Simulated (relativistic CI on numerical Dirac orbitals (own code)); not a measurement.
Radial parameters of Nd XLIX

Calculated at this level of theory: Dirac-Coulomb-Breit CI, KLI orbitals optimised for each configuration, model QED (radiative potential, 1s self-energy scaled to tabulated hydrogen-like ionisation energies), unscaled Slater integrals (own radial code, finite nucleus).

Slater integrals F^k, G^k are unscaled and averaged over j, outside the closed core [Ne]; ζ comes from projecting the Hamiltonian with its Breit term on Σ l·s of the shell.

- 3s3p: G^1(3s,3p) = 535700, ζ(3p) = 742100 cm⁻¹; <r>(3s) = 0.2379, <r^2>(3s) = 0.06456, <r>(3p) = 0.2305, <r^2>(3p) = 0.06143 (bohr units).
- 3p²: F^2(3p,3p) = 425750, ζ(3p) = 741910 cm⁻¹; <r>(3p) = 0.2307, <r^2>(3p) = 0.06153 (bohr units).
- 3s3d: G^2(3s,3d) = 329810, ζ(3d) = 100640 cm⁻¹; <r>(3s) = 0.2381, <r^2>(3s) = 0.06463, <r>(3d) = 0.2027, <r^2>(3d) = 0.0473 (bohr units).

Averages of the first 10 configurations, taken without configuration mixing, which lowers the lowest level and can move excited configurations by several eV; other configurations of the list can lie among them:

```json
{"Configuration": "3s²", "Parity": "even", "States": "1", "Average energy above the lowest level (eV)": "4.0"}
{"Configuration": "3s3p", "Parity": "odd", "States": "12", "Average energy above the lowest level (eV)": "204.4"}
{"Configuration": "3p²", "Parity": "even", "States": "15", "Average energy above the lowest level (eV)": "423.1"}
{"Configuration": "3s3d", "Parity": "even", "States": "20", "Average energy above the lowest level (eV)": "426.9"}
{"Configuration": "3d²", "Parity": "even", "States": "45", "Average energy above the lowest level (eV)": "859.8"}
{"Configuration": "3p3d", "Parity": "odd", "States": "60", "Average energy above the lowest level (eV)": "637.9"}
{"Configuration": "3p4s", "Parity": "odd", "States": "12", "Average energy above the lowest level (eV)": "2137.3"}
{"Configuration": "3d4s", "Parity": "even", "States": "20", "Average energy above the lowest level (eV)": "2349.7"}
{"Configuration": "3s4s", "Parity": "even", "States": "4", "Average energy above the lowest level (eV)": "1925.1"}
{"Configuration": "3s4p", "Parity": "odd", "States": "12", "Average energy above the lowest level (eV)": "2013.9"}
```
